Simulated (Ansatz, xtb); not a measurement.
## Redistribution: BH(CH3)(NH2) + BH(NH2)2 → B(CH3)(NH2)2 + BH2(NH2)

Species: BH(CH3)(NH2), singlet; BH(NH2)2, singlet; B(CH3)(NH2)2, singlet; BH2(NH2), singlet. The partners trade H for NH2; both sit on B, so the bond types are kept.

Shapes, held fixed at every level: PBE0-D4/def2-TZVP. Programs: Ansatz 0.2.0, xtb 6.7.1. The zero-point and thermal change to 298 K, harmonic and unscaled (PBE0-D4/def2-TZVP), is -0.5 kJ/mol.

Q: Estimate ΔH(298 K) of this reaction.

A: The highest level, CCSD(T)/CBS estimate, gives ΔH(298 K) = +3.8 kJ/mol; the levels span -3.2 to +6.0. That is about zero within the method's error. They disagree on the sign: 8 of 9 are positive. The column of differences is taken from that level and isn't an error. No measured value is set beside it here. The CBS estimate extrapolates MP2 from def2-TZVPP and def2-QZVPP and adds CCSD(T) − MP2 in the triple-zeta set, cores frozen. Times are processor times on shared x86 and Arm servers, and rough.

```json
{"level": "GFN0-xTB", "kind": "semi-empirical", "ΔH(298 K) (kJ/mol)": "-3.2", "less CCSD(T)/CBS estimate": "-7.0", "CPU time (sum over the molecules)": "0.21 s"}
{"level": "B3LYP-D4/def2-TZVPP", "kind": "global hybrid", "ΔH(298 K) (kJ/mol)": "+5.5", "less CCSD(T)/CBS estimate": "+1.7", "CPU time (sum over the molecules)": "20 s"}
{"level": "BHLYP-D4/def2-TZVPP", "kind": "global hybrid", "ΔH(298 K) (kJ/mol)": "+4.8", "less CCSD(T)/CBS estimate": "+1.0", "CPU time (sum over the molecules)": "16 s"}
{"level": "PBE0-D4/def2-TZVPP", "kind": "global hybrid", "ΔH(298 K) (kJ/mol)": "+6.0", "less CCSD(T)/CBS estimate": "+2.2", "CPU time (sum over the molecules)": "15 s"}
{"level": "wB97M-V/def2-TZVPP", "kind": "range-separated hybrid", "ΔH(298 K) (kJ/mol)": "+4.8", "less CCSD(T)/CBS estimate": "+1.0", "CPU time (sum over the molecules)": "56 s"}
{"level": "B2PLYP/def2-TZVPP", "kind": "double hybrid", "ΔH(298 K) (kJ/mol)": "+6.0", "less CCSD(T)/CBS estimate": "+2.2", "CPU time (sum over the molecules)": "25 s"}
{"level": "CCSD/def2-SVP", "kind": "coupled cluster or CI", "ΔH(298 K) (kJ/mol)": "+4.4", "less CCSD(T)/CBS estimate": "+0.6", "CPU time (sum over the molecules)": "–"}
{"level": "CCSD(T)/def2-TZVPP", "kind": "coupled cluster or CI", "ΔH(298 K) (kJ/mol)": "+3.4", "less CCSD(T)/CBS estimate": "-0.4", "CPU time (sum over the molecules)": "4.7 min"}
{"level": "CCSD(T)/CBS estimate", "kind": "coupled cluster or CI", "ΔH(298 K) (kJ/mol)": "+3.8", "less CCSD(T)/CBS estimate": "0.0", "CPU time (sum over the molecules)": "6.9 min"}
```
